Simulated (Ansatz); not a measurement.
Basis sets compared for Pb₂O₃ (the lowest singlet isomer of a short search). Charge 0, multiplicity 1. Geometry PBE-D4/def2-SVP. Ansatz on 4 threads of Arm Neoverse V2 on a shared host; times are rough, and most runs start from earlier orbitals.

Cartesian coordinates in Å:
```
Pb -1.6245 -0.2043 0.3891
Pb 1.4701 0.8027 -0.1630
O 0.0825 -0.8579 -1.1022
O 0.4703 -1.2848 0.2928
O -0.3985 1.5444 0.5834
```

In the def2 sets Pb takes a core potential; there is no spin–orbit coupling. The structure holds 1 bond(s) between oxygen atoms. The structure comes from a short search, and lower isomers may exist.

Binding counts from free atoms (Pb triplet, O triplet) in the same basis, without a counterpoise term.

```tsv
level	functions	energy (Eh)	HOMO (eV)	LUMO (eV)	binding per atom (eV)	wall time
PBE-D4/def2-SVP	94	-611.0899	-4.85	-2.16	3.41	0.7 s
PBE0-D4/def2-SVP	94	-610.9833	-6.28	-1.49	2.95	1.1 s
```

(1) Estimate the rows for PBE-D4/def2-TZVP (with forces), PBE0-D4/def2-TZVP.

Results:

(1) 
```csv
level,functions,energy (Eh),HOMO (eV),LUMO (eV),binding per atom (eV),wall time
PBE-D4/def2-TZVP (with forces),193,-611.3913,-5.04,-2.33,3.44,1.9 s
PBE0-D4/def2-TZVP,193,-611.2823,-6.42,-1.65,3.01,2.8 s
```
